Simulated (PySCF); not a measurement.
A calculated (MN15, PySCF 2.14, x2c-TZVPall, the spin-free X2C one-electron Hamiltonian (Gaussian nucleus)) atom or ion has these occupied shells.

```csv
shell,electrons,orbital energy (eV),"rms radius, mean of both spins (bohr)"
1s α,1,-560.07,0.232
1s β,1,-558.66,0.232
2s α,1,-63.098,1.13
2s β,1,-58.715,1.13
2p α,2,-48.467,1.10
```

Question: Name the element and its charge.

Answer: O²⁺ (oxygen, charge +2), in [He] 2s2 2p2, high-spin 3P determinant.
